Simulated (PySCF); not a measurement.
diantimony (Sb2), SMILES [Sb]#[Sb].

The structure is a stationary point at B3LYP-D3(BJ)/def2-TZVP. The def2 effective core potentials stand for the cores of Sb; spin–orbit coupling is left out.

Two levels are set side by side: PBE/def2-TZVPD (PySCF) and CAM-B3LYP/def2-TZVPD (PySCF). Same geometry, gas phase. Differences are taken from unrounded values.

| quantity | CAM-B3LYP | PBE | PBE minus CAM-B3LYP |
|---|---|---|---|
| orbital gap (eV) | 5.57 | 2.31 | -3.26 |
| highest occupied level (eV) | -7.58 | -5.79 | 1.79 |
| lowest empty level (eV) | -2.00 | -3.47 | -1.47 |
| mean polarisability (bohr³) | 95.4 | 96.4 | 1.0 |

PBE's occupied levels lie high since its potential decays too fast outside the molecule; exact exchange lowers them and widens the gap. Differences between two approximate levels are no errors against the true value.

Rough cost on one machine, each run with all the roots and properties that it gave: CAM-B3LYP against PBE within a factor of 2.
